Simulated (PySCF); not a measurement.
Geometry:
```csv
atom,x (Å),y (Å),z (Å)
N1,4.253,0.377,0.615
C2,3.370,-0.114,0.080
C3,2.236,-0.697,-0.596
C4,1.318,0.401,-1.073
C5,0.380,0.969,-0.328
C6,0.035,0.611,1.072
Si7,-1.354,-0.716,1.108
Si8,-3.181,0.003,-0.109
H9,1.722,-1.363,0.102
H10,2.602,-1.285,-1.442
H11,1.493,0.746,-2.082
H12,-0.233,1.741,-0.774
H13,-0.324,1.500,1.592
H14,0.912,0.257,1.612
H15,-0.771,-1.960,0.573
H16,-1.618,-0.984,2.528
H17,-2.849,0.223,-1.520
H18,-4.275,-0.969,-0.078
H19,-3.727,1.268,0.392
```

[PySCF 2.14: GFN2-xTB geometry; PBE0/pcSseg-1 with gauge-including orbitals; one conformer; gas phase; fast rotation and ring inversion assumed for equivalent nuclei; no relativistic terms]

Referencing at the same level of theory: $^{13}$C (σ = 186.93 ppm) and $^{1}$H (σ = 31.72 ppm) and $^{29}$Si (σ = 349.16 ppm) against TMS; $^{15}$N (σ = 267.73 ppm) vs NH3.

```csv
atoms,nucleus,count,δ (ppm)
H9/H10,$^{1}$H,2,2.93
H17/H18/H19,$^{1}$H,3,?
C3,$^{13}$C,1,15.4
N1,$^{15}$N,1,296.9
H13/H14,$^{1}$H,2,2.06
H15/H16,$^{1}$H,2,?
C6,$^{13}$C,1,14.2
Si8,$^{29}$Si,1,-120.3
C2,$^{13}$C,1,?
H12,$^{1}$H,1,?
C5,$^{13}$C,1,143.0
H11,$^{1}$H,1,5.66
C4,$^{13}$C,1,124.3
Si7,$^{29}$Si,1,-79.1
```

Q: Estimate the values marked ?.

A: 
- C2: 121.4 ppm, nitrile carbon; typical of a nitrile
- H12: 6.17 ppm, hydrogen on an alkene CH; a vinylic proton, deshielded by the sp2 carbon and the C=C anisotropy
- H15/H16: 3.96 ppm, hydrogen on a silicon bonded to C, Si
- H17/H18/H19: 3.45 ppm, hydrogen on a silicon bonded to Si

Shifts are as computed. Against solution values, carbons near 30 ppm lie about +3 ppm off and those near 130 ppm about +5 ppm. Of 1211 compounds with measured shifts, 218 miss one by over three times the rms of a fit or turn the order of signals round; such compounds aren't used in these exercises. Experimental scales use liquid or dissolved standards, which lie at an offset from isolated NH3 (liquid NH3: subtract about 20 ppm). Unscaled 15N shifts of sp2 nitrogen come out 20 to 40 ppm too high even then.
